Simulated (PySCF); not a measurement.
Spin-rotation constants: `O=C(O)CC[C@H]1CO1`, C₅H₈O₃

Geometry:
| atom | x (Å) | y (Å) | z (Å) |
| --- | --- | --- | --- |
| O1 | 1.823 | 1.400 | 0.402 |
| C2 | 1.962 | 0.312 | -0.089 |
| O3 | 3.135 | -0.334 | -0.083 |
| C4 | 0.895 | -0.490 | -0.788 |
| C5 | -0.472 | 0.193 | -0.735 |
| C6 | -1.051 | 0.125 | 0.660 |
| C7 | -2.489 | -0.024 | 0.885 |
| O8 | -1.606 | -1.093 | 1.068 |
| H9 | 3.811 | 0.194 | 0.371 |
| H10 | 0.842 | -1.473 | -0.315 |
| H11 | 1.217 | -0.638 | -1.821 |
| H12 | -0.369 | 1.241 | -1.019 |
| H13 | -1.149 | -0.304 | -1.430 |
| H14 | -0.464 | 0.636 | 1.419 |
| H15 | -2.939 | 0.374 | 1.787 |
| H16 | -3.155 | -0.109 | 0.033 |

Theory: GIAO B3LYP/pcSseg-1 magnetisability, rotational g tensor and spin-rotation constants, non-relativistic, gas phase (PySCF). Geometry: GFN2-xTB.

Task: Give the nuclear spin-rotation constants along the inertial axes (H = +C I·J) beside the isotropic shieldings.

Result: Rotational constants 5.0865, 1.0427, 1.0090 GHz. A star marks the isotopologue with that one atom substituted, in its own axes.
| atom | isotope | Caa (kHz) | Cbb (kHz) | Ccc (kHz) | mean (kHz) | σ (ppm) |
| --- | --- | --- | --- | --- | --- | --- |
| H9 | 1H | -0.133 | -0.033 | -0.108 | -0.091 | 25.6 |
| H10 | 1H | -0.521 | -0.040 | -0.038 | -0.200 | 29.0 |
| H11 | 1H | -0.448 | -0.070 | -0.029 | -0.182 | 29.3 |
| H12 | 1H | -0.479 | -0.028 | -0.059 | -0.189 | 29.4 |
| H13 | 1H | -0.349 | -0.065 | -0.079 | -0.165 | 31.0 |
| H14 | 1H | -0.266 | -0.051 | -0.067 | -0.128 | 28.8 |
| H15 | 1H | -0.260 | -0.049 | -0.081 | -0.130 | 29.2 |
| H16 | 1H | -0.280 | -0.106 | -0.029 | -0.138 | 29.6 |
| O1 | 17O* | -2.286 | -0.619 | -0.186 | -1.030 | -103.9 |
| C2 | 13C* | 2.576 | 0.363 | 0.327 | 1.089 | 2.0 |
| O3 | 17O* | -0.841 | -0.326 | -0.197 | -0.455 | 120.5 |
| C4 | 13C* | 0.784 | 0.190 | 0.177 | 0.384 | 149.8 |
| C5 | 13C* | 0.893 | 0.179 | 0.172 | 0.415 | 148.6 |
| C6 | 13C* | 1.488 | 0.168 | 0.138 | 0.598 | 132.2 |
| C7 | 13C* | 1.385 | 0.168 | 0.139 | 0.564 | 135.6 |
| O8 | 17O* | -0.082 | -0.129 | -0.055 | -0.089 | 317.5 |

For the geometry as given, no vibrational averaging.

Task: How do the rotational constants and the g tensor change when H9, H10, H11, H12, H13, H14, H15, H16 are replaced by deuterium?

Result: Constants 4.3089, 0.9494, 0.9214 GHz; g -0.0406, -0.0041, -0.0018, against -0.0473, -0.0048, -0.0018 before.
